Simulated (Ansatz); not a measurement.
Start from `S=[CH][GeH3]` and change one atom or group to get `[NH2][GeH2][CH]=S`.

Ansatz, PBE0-D4/def2-TZVP geometries, multiplicity 1. Each molecule was computed in one conformer, which needn't be the lowest.

Scalar relativity is left out up to krypton.

```tsv
property	`S=[CH][GeH3]`
LUMO energy (PBE/def2-TZVPP) / eV	-3.61
size of the dipole moment (PBE/def2-TZVPP) / D	1.51
HOMO energy (ωB97M-V/def2-TZVPP) / eV	-8.58
size of the dipole moment (B3LYP/def2-TZVPP) / D	1.58
size of the dipole moment (ωB97M-V/def2-TZVPP) / D	1.59
HOMO–LUMO gap (PBE0/def2-TZVPP) / eV	3.76
```

What does the change do to each property? (An estimate is asked.)

Ansatz gave: 
```csv
property,`[NH2][GeH2][CH]=S`,shift
LUMO energy (PBE/def2-TZVPP) / eV,-3.52,0.09
size of the dipole moment (PBE/def2-TZVPP) / D,1.98,0.47
HOMO energy (ωB97M-V/def2-TZVPP) / eV,-8.41,0.17
size of the dipole moment (B3LYP/def2-TZVPP) / D,1.93,0.35
size of the dipole moment (ωB97M-V/def2-TZVPP) / D,1.87,0.28
HOMO–LUMO gap (PBE0/def2-TZVPP) / eV,3.63,-0.13
```

With PBE0 the HOMO rises by 0.17 eV and the LUMO rises by 0.05 eV, so the gap narrows by about 0.12 eV. PBE moves the HOMO by 0.20 eV and ωB97M-V by 0.17 eV. Dipoles are sizes alone; their direction can turn.

B3LYP here is the variant with VWN-RPA as its local correlation; programs differ in this.
